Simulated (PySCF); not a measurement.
Frontier orbitals and the lowest excitations

Species: C6H12B2F2.
Cartesian coordinates in Å at the PBE0-D3(BJ)/def2-SVP level; atoms count from 1:
```
atom  x, y, z in Å
B1     2.9273   -0.0396   -0.7173
C2     1.3917   -0.0207   -0.5018
C3     0.7524   -1.2708    0.1083
C4    -0.7683   -1.2552    0.0089
C5    -1.3621    0.0293    0.6007
B6    -2.9239    0.0316    0.5947
F7    -3.6192   -1.0715    0.8121
F8    -3.6310    1.1318    0.4002
C9    -0.7417    1.2759   -0.0348
C10    0.7786    1.2639    0.0637
H11    3.5381    0.9951   -0.8752
H12    3.5191   -1.0907   -0.8368
H13    1.1565   -0.0376   -1.6042
H14    1.1586   -2.1771   -0.3682
H15    1.0390   -1.3296    1.1744
H16   -1.0588   -1.3282   -1.0558
H17   -1.1983   -2.1391    0.5056
H18   -1.1022    0.0378    1.6829
H19   -1.0337    1.3176   -1.1006
H20   -1.1536    2.1867    0.4280
H21    1.2044    2.1433   -0.4448
H22    1.0693    1.3540    1.1266
```

The calculation used PySCF 2.14.0, density-fitted response routines, TDDFT PBE0/def2-SVPD, vertical, gas phase, core orbitals frozen in the response.

Kohn–Sham orbitals with the atoms that hold most of them (Löwdin shares over 4%, at most four atoms; ? is withheld):

| orbital | ε (eV) | atoms |
| --- | --- | --- |
| HOMO-3 | -9.36 | B1 28%, H12 14%, H11 13%, C5 8% |
| HOMO-2 | -9.13 | C10 11%, C3 10%, C9 10%, C2 9% |
| HOMO-1 | -8.59 | ? |
| HOMO | ? | ? |
| LUMO | -1.33 | B1 53%, C2 13%, H12 10%, H11 10% |
| LUMO+1 | 0.11 | B6 39%, F8 12%, F7 11%, C5 11% |
| LUMO+2 | 0.48 | B6 42%, F8 9%, F7 9%, C5 6% |

Problem. Give the leading atoms of the HOMO.

Solution. C2 (bonded to B, 2 C and H) 18%; B1 (bonded to C and 2 H) 15%; C9 (bonded to 2 C and 2 H) 9%; C10 (bonded to 2 C and 2 H) 9%. By element: carbon 37% or more, boron 15% or more.

Problem. Which atoms hold the HOMO-1, and with what shares?

Solution. C2 (bonded to B, 2 C and H) 15%; C10 (bonded to 2 C and 2 H) 11%; C3 (bonded to 2 C and 2 H) 11%; B1 (bonded to C and 2 H) 9%. By element: carbon 38% or more, boron 9% or more.

Problem. What is the HOMO energy, and the HOMO–LUMO gap?

Solution. ε(HOMO) = -8.17 eV; the gap is 6.84 eV (0.2515 hartree).

Problem. The HOMO–LUMO gap is 6.84 eV. Where does the response calculation put the lowest singlet, and from which orbitals?

Solution. S1 is at 5.34 eV (f = 0.0028), 1.51 eV below the gap, made of HOMO→LUMO (93%). 

Problem. One configuration dominates each of S1, S2, S4, S6 and S8. Which, and how do the shares of the two leading atoms of either orbital change from the occupied to the empty one?

Solution. 
- S1 (5.34 eV, f 0.0028), HOMO→LUMO (93%): C2 18% → 13%, B1 15% → 53%
- S2 (5.73 eV, f 0.0009), HOMO-1→LUMO (76%): C2 15% → 13%, C10 11% → at most 11%, B1 9% → 53%
- S4 (6.72 eV, f 0.019), HOMO-2→LUMO (96%): C10 11% → at most 11%, C3 10% → at most 11%, B1 at most 10% → 53%, C2 9% → 13%
- S6 (7.15 eV, f 0.0065), HOMO→LUMO+1 (91%): C2 18% → at most 11%, B1 15% → at most 11%, B6 at most 10% → 39%, F8 at most 10% → 12%
- S8 (7.61 eV, f 0.0012), HOMO-1→LUMO+1 (92%): C2 15% → at most 11%, C10 11% → at most 11%, B6 at most 9% → 39%, F8 at most 9% → 12%

The run took 17 min of wall time (grids of density and orbitals included) on Arm Neoverse N1, one thread, shared host with 64 logical CPUs at a one-minute load of 60, and the process peaked at 1.4 GiB of memory.

One conformer stands for the species.
